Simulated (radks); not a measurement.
Neutral tellurium inside a hard spherical wall (all orbitals vanish at R), configuration held at [Kr] 4d10 5s2 5p4 and not refilled when levels cross. Calculated with a radial shooting solver on a logarithmic mesh with Libxc functionals: scalar-relativistic Kohn-Sham, r2SCAN, spin-polarised, spherical densities, finite nucleus; open shells are filled with parallel spins first (spin-orbit coupling, left out, can overturn this in heavy ions); meta-GGA in the generalised Kohn-Sham scheme; Fermi nuclear charge, rms radius 4.7423 fm. Eigenvalues in eV for spin up, with the zero of energy where the potential of the charges vanishes at infinity; a dash marks a level that is unbound or too diffuse for the functional's potential to be trusted. A positive occupied level is held by the wall or, in an anion where self-interaction has pushed it up, behind a barrier. The pressure on the wall is -dE/dV.

R (bohr)  E (hartree)  kinetic (hartree)    e(4p)    e(4d)    e(5s)   e(5p)  e(6s, empty)  e(5d, empty)  pressure (GPa)
free      -6795.21333           7119.622  -117.37  -42.667  -16.309  -6.837             -             -               0
20        -6795.21333           7119.622  -117.37  -42.667  -16.309  -6.837             -             -        < 0.0001
15        -6795.21333           7119.622  -117.37  -42.667  -16.309  -6.837         0.123         1.480        < 0.0001
10        -6795.21320           7119.623  -117.36  -42.655  -16.299  -6.827         0.811         2.326         0.00398
8         -6795.21144           7119.640  -117.26  -42.552  -16.216  -6.746         1.992         3.081          0.0940
4         -6794.69421           7122.250  -110.18  -35.699  -10.750   0.037        30.666        16.708             116
3         -6792.67027           7130.155  -98.746  -24.866    1.655  15.947        83.143        41.346            1130
2         -6777.53674           7182.796  -60.249   13.451   71.623  98.807        299.24        146.30           23600
